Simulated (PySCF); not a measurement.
Compound: succinyl chloride, C4H4Cl2O2.
SMILES: `O=C(Cl)CCC(=O)Cl`

Torsions of this conformer, `[O:1]=[C:2]([Cl:3])[CH2:4][CH2:5][C:6](=[O:7])[Cl:8]`: O1–C2–C4–C5 -8°, C2–C4–C5–C6 -70°, C4–C5–C6–O7 -8°.

The closed-shell ground state was solved at several levels (PySCF, density fitting, gas phase, non-relativistic). The structure is a single GFN2-xTB conformer in the gas phase; no vibrational or solvent corrections.

```tsv
level	basis functions	total energy (Eh)	HOMO (eV)	LUMO (eV)	gap (eV)	dipole (D)
PBE0/pcSseg-1	170	-1224.9866	-8.89	-1.29	7.60	4.12
CAM-B3LYP/def2-SVPD	212	-1225.1061	-10.33	-0.24	10.09	4.10
```

Estimate the row for PBE0/def2-SVPD, a basis of 212 functions; the other rows only guide the guess.

Total energy -1224.5762 Eh, HOMO -8.94 eV, LUMO -1.45 eV, gap 7.49 eV, dipole 4.03 D.

Over all these levels, which gives the widest orbital gap and which the narrowest?

CAM-B3LYP/def2-SVPD (range-separated hybrid) has the widest, 10.09 eV, and PBE0/def2-SVPD (global hybrid, 25 % exact exchange) the narrowest, 7.49 eV. The two share the basis. From the narrowest to the widest the HOMO moves by -1.39 eV and the LUMO by +1.21 eV.

How far do the dipole and the HOMO energy spread over the levels?

The dipole runs from 4.03 to 4.12 D (mean 4.08 D) and the HOMO from -10.33 to -8.89 eV.
